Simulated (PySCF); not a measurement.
r2SCAN on V⁺ (vanadium, charge +1), [Ar] 3d4, high-spin 5D determinant. All numbers are calculated (PySCF 2.14, the non-relativistic Hamiltonian (point nucleus), in def2-TZVPPD (6s6p4d2f1g, 67 functions)).

```
cycle= 1 E= -943.623153603101  delta_E= -0.00635  |g|= 0.0664  |ddm|= 0.33
cycle= 2 E= -943.621369831819  delta_E= 0.00178  |g|= 0.102  |ddm|= 0.0909
cycle= 3 E= -943.624013471504  delta_E= -0.00264  |g|= 0.0887  |ddm|= 0.403
cycle= 4 E= -943.625646631468  delta_E= -0.00163  |g|= 0.0533  |ddm|= 0.0276
cycle= 5 E= -943.626543257215  delta_E= -0.000897  |g|= 0.00965  |ddm|= 0.0719
cycle= 6 E= -943.626574255052  delta_E= -3.1e-05  |g|= 0.002  |ddm|= 0.0137
cycle= 7 E= -943.626575515283  delta_E= -1.26e-06  |g|= 0.000566  |ddm|= 0.00308
cycle= 8 E= -943.626575615644  delta_E= -1e-07  |g|= 2.26e-05  |ddm|= 0.000511
cycle= 9 E= -943.626575615868  delta_E= -2.24e-10  |g|= 1.08e-05  |ddm|= 9.31e-05
converged SCF energy = -943.626575615868  <S^2> = 6.0007628  2S+1 = 5.0003051
```

Highest occupied orbital energy: -10.554 eV; ⟨L²⟩ = 7.88; populations by l: s 6.31, p 12.00, d 3.69, f 0.00.

**Question.** Can this result be used?

**Answer.** Not for this state. The run converged. ⟨L²⟩ = 7.88 against 6 for a pure D term, so this real determinant mixes terms. The s, p, d and f populations moved away from the nominal configuration during the SCF.
